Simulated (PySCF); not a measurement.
Be₂F₂, SMILES [F][Be][Be][F].

Geometry: PBE0-D3(BJ)/def2-TZVP. The values are those of a single conformer.

Level of theory: PBE0-D3(BJ)/def2-TZVP run with PySCF.

Harmonic, unscaled wavenumbers; measured fundamentals usually lie a few per cent lower.

Modes within 1.5 cm⁻¹ of each other (mostly degenerate sets) share a row, with their intensities summed.

Q: List the normal modes with their intensities. (An estimate is asked for; the answer gives what the named calculation found.)

A: 
| mode | ν (cm⁻¹) | IR (km/mol) | moving atoms (share of kinetic energy) |
|---|---|---|---|
| 1–2 | 154 | 82.5 | Be 68 %, F 32 % |
| 3–4 | 343 | 0.0 | Be 92 %, F 8 % |
| 5 | 360 | 0.0 | F 79 %, Be 21 % |
| 6 | 1241 | 282.3 | Be 68 %, F 32 % |
| 7 | 1391 | 0.0 | Be 79 %, F 21 % |
